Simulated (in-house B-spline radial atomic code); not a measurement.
What moves the levels of Te⁺ ([Kr] 4d10 5s2 5p3)? Level of theory: Dirac-Hartree-Fock, average of configuration, Fermi nucleus of rms radius 4.7423 fm; calculated with a B-spline radial code for spherical atoms.

Baseline run (computed): total energy -6793.3753 hartree, 1s1/2 at -1176.264 hartree, 5p3/2 at -17.292 eV with <r> = 2.53 bohr.

Scaling the speed of light c (a factor of 100 is close to the non-relativistic limit):

```json
{"c/c0": "0.9", "ΔE (hartree)": "-46.778", "5p3/2 level (eV)": "-17.2223", "5p3/2 <r> (bohr)": "2.531"}
{"c/c0": "0.98", "ΔE (hartree)": "-8.0986", "5p3/2 level (eV)": "-17.2801", "5p3/2 <r> (bohr)": "2.53"}
{"c/c0": "1.02", "ΔE (hartree)": "7.5798", "5p3/2 level (eV)": "-17.3034", "5p3/2 <r> (bohr)": "2.53"}
{"c/c0": "3", "ΔE (hartree)": "163.05", "5p3/2 level (eV)": "-17.531", "5p3/2 <r> (bohr)": "2.526"}
{"c/c0": "100", "ΔE (hartree)": "182.01", "5p3/2 level (eV)": "-17.5585", "5p3/2 <r> (bohr)": "2.526"}
```

Changing the nucleus:

| nucleus | ΔE (eV) |
| --- | --- |
| Gaussian nucleus of rms radius 4.7423 fm | -0.0205 |
| uniform spherical nucleus of rms radius 4.7423 fm | 0.00719 |
| Fermi nucleus of rms radius 4.6475 fm | -0.208 |
| Fermi nucleus of rms radius 4.8371 fm | 0.211 |

A larger nucleus binds the electrons less, roughly as the density at the nucleus times the change of the nuclear <r²>. At equal rms radius the shape enters only through higher moments.

**Question.** The nuclear charge is raised by 0.1. What does the Hellmann-Feynman theorem predict for the energy, and what is found?

**Answer.** dE/dZ ≈ -Σ<1/r>, which is -317.103 at the start and -317.951 at the end; their mean times 0.1 is -31.753 hartree, and the two runs differ by -31.752 hartree.
